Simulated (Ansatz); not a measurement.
`[OH][Mo]([F])([F])([F])([Cl])[Cl]`. Total charge 0; spin multiplicity 1. Mo: def2 effective core potential. The geometry is a stationary point of PBE0-D4/def2-TZVP. It is one conformer, not always the lowest.

```xyz
8

O     0.980   -0.241    1.155
Mo   -0.289    0.068   -0.112
F    -0.817   -1.688   -0.162
F     0.007    1.879   -0.118
F    -1.254    0.310   -1.647
Cl    1.447   -0.315   -1.599
Cl   -1.990    0.444    1.329
H     1.917   -0.458    1.154
```

Q: What is the dipole moment at ωB97M-V/def2-TZVPP? (Estimate.)

A: Computed: 2.93 D, with components (1.96, -0.48, 2.13) D in this frame, pointing from negative to positive charge.

Q: And with PBE, r2SCAN, B3LYP? (Best estimate.)

A: Ansatz gave: PBE 2.76 D, r2SCAN 2.86 D, B3LYP 2.91 D.

Q: Give the Mulliken charges with ωB97M-V, PBE, r2SCAN in def2-TZVPP. (Best estimate.)

A: Ansatz gave: 
```tsv
atom	ωB97M-V	PBE	r2SCAN
O1	-0.33	-0.30	-0.36
Mo2	1.29	1.18	1.41
F3	-0.29	-0.26	-0.30
F4	-0.29	-0.26	-0.30
F5	-0.28	-0.24	-0.29
Cl6	-0.20	-0.21	-0.24
Cl7	-0.14	-0.15	-0.18
H8	0.24	0.24	0.25
```

B3LYP here is the variant with VWN-RPA as its local correlation; programs differ in this.
